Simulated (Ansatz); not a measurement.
A nudged elastic band was laid between two geometries of BrH$_{3}$OSSiSn (8 atoms, charge 0, multiplicity 1).

The calculation used RKS LDA/def2-SVP (Ansatz).

| Quantity | Value |
| --- | --- |
| movable images | 2 |
| climbing image | yes |
| spring | 5.0 eV/Å² |
| optimiser | quadratic models (default) |
| start path | through a guess of the saddle point |
| force threshold | 0.05 eV/Å |
| iteration limit | 60 |
| end points | relaxed |

Initial state:

```xyz
8
Properties=species:S:1:pos:R:3
Br -2.420 2.248 0.153
Sn -0.848 0.655 -0.894
O -0.627 -0.976 0.271
Si 0.966 -0.787 0.743
S 1.478 1.022 -0.386
H -1.414 0.277 -2.467
H 1.835 -1.935 0.303
H 1.122 -0.562 2.222
```

Final state:

```xyz
8
Properties=species:S:1:pos:R:3
Br -2.255 1.167 0.753
Sn -0.485 0.682 -0.945
O 0.121 -1.159 -0.080
Si 1.745 -0.635 0.791
S 1.791 1.156 -0.573
H -1.212 0.296 -2.471
H -0.529 -1.570 0.533
H 0.916 0.005 1.936
```

Problem. Which bonds break or form, and what moves?

Solution. Bonds broken: Si4–H7. Bonds formed: O3–H7.

Problem. Give the energies along the band, and the barrier.

Solution. The forces met the threshold. The highest image is number 1 of 0 to 3, 2.49 eV above the first end and 1.02 eV above the last; the last end lies 1.47 eV above the first. Neighbouring images differ by up to 2.5 eV, so the band resolves the path poorly. Another band between the same ends (7 images) ends at a top of the same energy, where a vibrational analysis finds 1 clearly imaginary mode. So few images can step over the top or miss a turn of the path. The orbitals stay closed-shell, which can raise the energy where a bond breaks towards radicals; this wasn't checked here.

```
image  path coordinate (Å)  energy (eV)  Si4–H7 (Å)  O3–H7 (Å)
    0                 0.00         0.00        1.50       2.64
    1                 1.54         2.49        1.65       1.29
    2                 2.82         1.53        2.44       0.98
    3                 4.10         1.47        2.47       0.98
```

Problem. What is the geometry of the highest image?

Solution. 
```xyz
8
Properties=species:S:1:pos:R:3:forces:R:3
Br -2.590 2.067 0.055 0.00 0.00 0.00
Sn -0.778 0.590 -0.801 0.01 -0.02 0.01
O -0.339 -1.082 0.328 0.02 0.01 0.00
Si 1.401 -0.723 0.789 -0.02 0.01 -0.02
S 1.468 1.226 -0.232 0.01 0.00 0.01
H -1.143 0.111 -2.410 0.00 0.00 0.00
H 0.591 -1.885 -0.048 -0.01 -0.01 0.00
H 1.482 -0.361 2.264 0.00 0.00 0.00
```

The run took 47 s on 2 threads of AMD EPYC 7R13 Processor (Zen 3) (shared host), peak memory 0.2 GiB.
